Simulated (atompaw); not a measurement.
# PBEsol PAW (atompaw) dataset for S, non-relativistic all-electron reference.

```
Element                 : S
Generator               : atompaw 4.2.0.5
Type                    : PAW
Functional              : PBEsol
Relativity              : non-relativistic
Frozen core             : [Ne]
Valence charge          : 6
Reference configuration : 3s1.75 3p4.25
Partial waves           : 3s (bound): rc 1.55 bohr; 3s channel at -0.85 Ry: rc 1.50 bohr; 3p (bound): rc 1.55 bohr; 3p channel at 0.8 Ry: rc 1.50 bohr; 3d channel at 0.2 Ry: rc 1.55 bohr; 3d channel at 1.2 Ry: rc 1.55 bohr
Local potential         : ultrasoft scheme with l = 3 at 0 Ry, radius 1.25 bohr
Core correction         : smooth core density matched at 1.10 bohr
Augmentation charge     : sinc compensation charge, radius 1.55 bohr; PAW radius 1.55 bohr; waves and projectors: modrrkj vanderbiltortho
```

(1) Is a potential produced?

## Answers

(1) No. atompaw 4.2.0.5 stopped with "atompaw: The overlap operator has at least one negative eigenvalue!": the overlap operator built from these waves and projectors is not positive definite.
